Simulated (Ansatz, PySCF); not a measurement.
HF (SMILES F) and C2H3F (SMILES C=CF) are pulled apart as rigid monomers along the line of their centres of mass, from the B3LYP-D3(BJ)/def2-TZVP minimum. Starting geometry (charge 0, multiplicity 1):
```xyz
8

F     -0.100    -0.055    -0.307
H      0.020     0.443     0.472
C     -0.250    -1.190     2.874
C      0.014     0.064     3.163
F      0.176     1.007     2.185
H     -0.351    -1.535     1.855
H     -0.369    -1.897     3.682
H      0.134     0.507     4.141
```

Interaction energies with rigid monomers; basis-set methods are counterpoise corrected unless marked otherwise.

Rows in 6-31G* carry no dispersion term and start afresh at each structure (6-31G* with six Cartesian d functions).

Run with Ansatz (Gaussian orbitals); PySCF for 6-31G* rows, the dispersion terms. Values without a source in brackets are computed.

| H2···F5 (Å) | r2SCAN/def2-TZVPPD (meV) | r2SCAN-D4/def2-TZVPPD (meV) | B3LYP/6-31G* (meV) | PBE0-D4/def2-TZVPPD (meV) | wB97M-V/def2-TZVPPD (meV) |
|---|---|---|---|---|---|
| 1.64 | -194.6 | (withheld) | -135.2 | -190.5 | (withheld) |
| 1.81 | -215.4 | -222.9 | -179.1 | -213.2 | -212.1 |
| 2.07 | -187.4 | -194.3 | -166.5 | -189.4 | -188.2 |
| 2.51 | -118.4 | -124.1 | -105.5 | -125.8 | -122.4 |
| 3.22 | -53.4 | -57.1 | -44.3 | -60.6 | -59.3 |

**Question.** Complete the blanks.

**Answer.** 
- 1.64, r2SCAN-D4/def2-TZVPPD (meV): -202.5
- 1.64, wB97M-V/def2-TZVPPD (meV): -185.7

Ansatz is a program for electronic structure.
